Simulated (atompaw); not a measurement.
**Reading a pseudo-wave (Sr)**

Columns: radius, all-electron u(r) and pseudo u(r) of the 4p shell (level -22.82 eV) of strontium in the configuration [Ar] 3d10 4s2 4p6 4d0 5s2 5p0; PBE, scalar-relativistic, PAW (atompaw) scheme, atompaw 4.2.0.5.

```csv
r (bohr),all-electron,pseudo
0.115,0.2430,0.0101
0.231,-0.2025,0.0401
0.346,-0.4374,0.0877
0.462,-0.3442,0.1508
0.577,-0.0899,0.2246
0.692,0.1957,0.3051
0.808,0.4491,0.3884
0.923,0.6425,0.4685
1.038,0.7759,0.5416
1.154,0.8560,0.6047
1.269,0.8908,0.6536
1.385,0.8912,0.6872
1.500,0.8667,0.7041
1.615,0.8252,0.7048
1.731,0.7725,0.6903
1.846,0.7144,0.6629
1.962,0.6536,0.6247
2.077,0.5935,0.5795
2.192,0.5355,0.5300
2.308,0.4800,0.4786
2.423,0.4288,0.4287
2.538,0.3816,0.3817
2.654,0.3383,0.3383
2.769,0.2993,0.2993
2.885,0.2641,0.2641
3.000,0.2328,0.2328
```

Task: How many radial nodes do the two functions have?

Result: The all-electron 4p function has n − l − 1 = 2; the pseudo-wave has 0, since the states of the same l below it are removed with the core.

Task: At about which radius was the pseudo-wave matched?

Result: 2.70 bohr. The columns agree to 0.0005 from 2.42 bohr on; several derivatives are matched, so the curves merge somewhat inside the radius.

Task: Where does each function peak?

Result: Outermost all-electron maximum near 1.39 bohr, pseudo maximum near 1.61 bohr (to the table’s step).

Task: Is the pseudo-wave norm-conserving?

Result: No, it belongs to a PAW set: the norm inside the radius is not constrained, and the difference is carried by the augmentation charge.
